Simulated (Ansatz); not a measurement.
`[NH2][GaH][CH]=O` at its PBE0-D4/def2-TZVP geometry, where that method's forces vanish. The species carries charge 0 and has multiplicity 1.

```xyz
8

N    -1.0606   -0.8327   -0.7707
Ga   -0.5461    0.5153    0.3147
C     1.4705    0.4780    0.5583
O     2.1114   -0.3789    0.0024
H    -0.3923   -1.4758   -1.1621
H    -2.0038   -1.0376   -1.0501
H    -1.5905    1.5072    0.9172
H     2.0115    1.2245    1.1903
```

(1) What forces (eV/Å) does B3LYP-D4/def2-TZVPP give on these atoms in Ansatz 0.2.0? (Estimate.)

Results:

(1) Computed: 
```
N1  -0.043 -0.132 -0.103
Ga2 -0.068  0.220  0.151
C3   0.006  0.203  0.154
O4   0.155 -0.193 -0.124
H5  -0.016 -0.026 -0.022
H6  -0.010 -0.025 -0.021
H7   0.005 -0.020 -0.013
H8  -0.029 -0.026 -0.024
```

B3LYP here is the variant with VWN-RPA as its local correlation; programs differ in this.
